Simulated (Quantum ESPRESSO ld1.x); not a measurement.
The numbers below are computed, except where a source is named.
Question: Excited configurations of the carbon ion C+: one electron is placed in a higher orbital outside [He] 2s2. The ground configuration is [He] 2s2 2p1. Level of theory: Dirac Kohn-Sham, PBEsol, spin-unpolarised, spherical densities, point nucleus; open shells are shared between the two j in proportion to 2j + 1 (ld1.x of Quantum ESPRESSO 7.5). Excitation = E - E(ground); binding = E(ion) - E, where the ion is the core of charge +2; n* = 2/sqrt(2 binding) in atomic units, and the quantum defect is n - n*. Eigenvalue and <r> are those of j = l + 1/2.

outer orbital  excitation (eV)  binding (eV)     n*  quantum defect  eigenvalue (eV)  <r> (bohr)
4f                      20.591         3.428  3.985           0.015           -2.461       8.950
5d                      21.532         2.486  4.679           0.321           -1.948       15.53
5f                      21.730         2.289  4.876           0.124           -1.757       15.34
6s                      21.966         2.052  5.150           0.850           -1.668       20.66
6f                      22.392         1.626  5.785           0.215           -1.286       23.12
7p                      22.645         1.374  6.294           0.706           -1.124       30.66
7f                      22.805         1.213  6.698           0.302           -0.976       32.30

Estimate the row for 7d.

Answer: excitation (eV) 22.737; binding (eV) 1.281; n* 6.517; quantum defect 0.483; eigenvalue (eV) -1.042; <r> (bohr) 31.96. The Delta-SCF ionisation energy is 24.019 eV (NIST Atomic Spectra Database: 24.383 eV, measured). Self-interaction in the functional shifts the binding energies and quantum defects, so they are the method's values and not measured ones. Spin polarisation and multiplet splitting are left out, so open shells lie too high by an amount that depends on their filling.

Beside tabulated values, note that spin-unpolarised runs miss the spin-polarisation part of the exchange energy of open shells.
